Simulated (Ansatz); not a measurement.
A nudged elastic band was laid between two geometries of BF2H + H2S (7 atoms, charge 0, multiplicity 1).

The calculation used RKS revPBE-D4/def2-SVP in Ansatz.

```json
{"movable images": "7", "climbing image": "yes", "spring": "5.0 eV/Å²", "optimiser": "quadratic models (default)", "start path": "through a guess of the saddle point", "force threshold": "0.05 eV/Å", "iteration limit": "6", "end points": "relaxed"}
```

Image 0:

```xyz
7
Properties=species:S:1:pos:R:3
B 0.060 -0.239 -0.010
F -0.131 -0.826 1.182
F 1.326 -0.090 -0.423
H -0.870 -0.059 -0.768
S -0.120 2.394 1.081
H 1.187 2.262 1.442
H -0.542 1.815 2.239
```

Image 8:

```xyz
7
Properties=species:S:1:pos:R:3
B 0.157 0.590 -0.186
F -0.503 -0.463 2.129
F 1.349 -0.001 -0.263
H -0.814 0.135 -0.751
S -0.015 2.217 0.648
H 1.280 2.298 1.071
H -0.543 0.481 2.094
```

Problem. Which bonds break or form, and what moves?

Solution. Bonds broken: B1–F2, S5–H7. Bonds formed: B1–S5, F2–H7. BF2H + H2S becomes BFH2S + FH.

Problem. Give the energies along the band, and the barrier.

Solution. It did not converge within its limit. The highest image is number 5 of 0 to 8, 1.14 eV above the first end and 0.29 eV above the last; the last end lies 0.85 eV above the first. The band didn't meet its force threshold, so its energies are provisional: the largest band force was still 0.32 eV/Å, and over the last iterations the top moved between 1.14 and 1.34 eV. The orbitals stay closed-shell, which can raise the energy where a bond breaks towards radicals; this wasn't checked here.

```
image  path coordinate (Å)  energy (eV)  B1–F2 (Å)  S5–H7 (Å)  B1–S5 (Å)
    0                 0.00         0.00       1.34       1.36       2.86
    1                 0.35         0.01       1.35       1.36       2.83
    2                 0.71         0.09       1.36       1.36       2.66
    3                 1.06         0.29       1.38       1.38       2.46
    4                 1.41         0.77       1.48       1.47       2.16
    5                 1.77         1.14       1.66       1.72       2.00
    6                 2.12         1.00       1.94       1.98       1.91
    7                 2.48         0.89       2.26       2.18       1.86
    8                 2.83         0.85       2.63       2.32       1.84
```

The band took 6 iterations and about 70 core-seconds.

The run took 71 s on 1 thread of Arm Neoverse V1 (shared host), peak memory 0.12 GiB.
